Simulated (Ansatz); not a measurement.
Species: sum formula H6SiNO3, charge 1, multiplicity 1. It need not be the lowest isomer of its formula. 
Geometry from a B3LYP-D3(BJ)/def2-TZVP (Ansatz, an electronic-structure program) optimisation:
```
Si
O 1 1.5951
H 2 0.9614 1 126.15
O 1 1.6067 2 121.40 3 26.38
H 4 0.9621 1 125.01 2 75.50
N 1 1.6585 2 109.33 3 173.32
H 6 1.0080 1 124.29 2 -169.04
H 6 1.0093 7 113.05 1 -169.22
O 1 1.8426 2 103.86 3 -73.05
H 9 0.9702 1 121.89 2 -82.72
H 9 0.9718 10 112.09 1 150.68
```
Charge +1, spin multiplicity 1.

Total electronic energies in hartree. Correlated levels leave the core frozen unless marked. No spin-orbit coupling. Non-relativistic. Basis-set limits of correlation are two-point, X^-3; Hartree-Fock from the larger set.

```csv
level,program,energy (Eh)
HF/6-31G,Ansatz,-571.19355
HF/cc-pwCVTZ,Ansatz,-571.55845
PBE-D4/def2-TZVPD,Ansatz + dftd4,-573.13263
revPBE-D4/def2-TZVPD,Ansatz + dftd4,-573.44494
revPBE/def2-TZVPD,Ansatz,-573.42204
HSE06-D4/def2-TZVPD,Ansatz + dftd4,-573.14663
B2PLYP-D3(BJ)/def2-TZVPD,Ansatz + dftd3,?
CCSD/cc-pV(T+d)Z,Ansatz,-572.62392
"CCSD(T)/CBS(cc-pV(T+d)Z,cc-pV(Q+d)Z)",Ansatz,-572.8229
```

Q: Complete the blanks.

A: 
- B2PLYP-D3(BJ)/def2-TZVPD, energy (Eh): -573.28675
